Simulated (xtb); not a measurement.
C₂H₈O₂Si₂, SMILES O[Si@H]1C[SiH2]CO1. All values are semi-empirical tight-binding results from xtb (GFN2-xTB unless named), good for trends rather than for accurate numbers. Geometry optimised at GFN2-xTB. The structure was generated by enumeration; whether it is a known compound was not checked. Other conformers were not sampled.

### Question
Estimate the properties. (An estimate is asked for; the answer gives what the named calculation found.)

### Answer

- orbital gap = 5.23 eV
- dipole moment = 1.84 D
- zero-point energy = 60.6 kcal/mol
- G − E(el) at 298.15 K (modified RRHO) = 40.1 kcal/mol
- static polarisability (D4 model) = 86.6 bohr³
- solvation energy, GFN2-xTB/ALPB(water) = -3.6 kcal/mol
- solvation energy, GFN2-xTB/ALPB(octanol) = -5.5 kcal/mol
